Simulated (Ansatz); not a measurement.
Geometry optimisation, Ansatz 0.2.0, RKS PBE0/def2-SVP.

input.yaml

```yaml
crystal:
  periodic: [false, false, false]
  atoms:
    - { symbol: "N", position_ang: [-0.8122, 0.7561, -0.1939] }
    - { symbol: Si, position_ang: [0.4618, -0.2369, -0.1611] }
    - { symbol: O, position_ang: [0.4297, -0.7998, 1.3671] }
    - { symbol: Cl, position_ang: [0.2317, -1.8146, -1.3836] }
    - { symbol: H, position_ang: [-0.963, 1.1471, -1.1702] }
    - { symbol: H, position_ang: [-0.6543, 1.6243, 0.3739] }
    - { symbol: H, position_ang: [1.7148, 0.5126, -0.5024] }
    - { symbol: H, position_ang: [-0.3164, -1.2459, 1.6144] }
basis:
  gaussian: { orbitals: def2-SVP }
hamiltonian:
  xc: pbe0
relax:
  f_tol: 0.015
  max_steps: 40
```

Launched with:

```bash
$ ansatz run input.yaml --threads 1 --pin off --max-ram 2048MiB --backend cpu --events-out ev --progress --plain --runs-dir out
```

Question: Where does it end, and by what steps?

Answer: The run converged. After 10 steps the energy has fallen by 0.721 eV; H7 moved furthest, 0.37 Å.

```tsv
step	energy less start (eV)	largest force component (eV/Å)	accepted
0	0.0000	4.584	yes
1	-0.5687	1.911	yes
2	-0.6855	0.367	yes
3	-0.6809	0.976	no
4	-0.7045	0.700	yes
5	-0.7166	0.258	yes
6	-0.7196	0.152	yes
7	-0.7199	0.052	yes
8	-0.7206	0.044	yes
9	-0.7207	0.039	yes
10	-0.7209	0.014	yes
```

```xyz
8
Properties=species:S:1:pos:R:3
N -0.759 0.886 -0.280
Si 0.534 -0.226 -0.115
O 0.559 -0.884 1.399
Cl 0.175 -1.641 -1.587
H -1.238 0.984 -1.168
H -0.800 1.736 0.272
H 1.913 0.277 -0.306
H -0.292 -1.190 1.729
```

Whether the end is a true minimum wasn't checked by a vibrational analysis.

The run took 110 s on 1 thread of Intel(R) Xeon(R) Processor @ 2.50GHz (Skylake/Cascade Lake), on a shared host, peak memory 0.17 GiB.
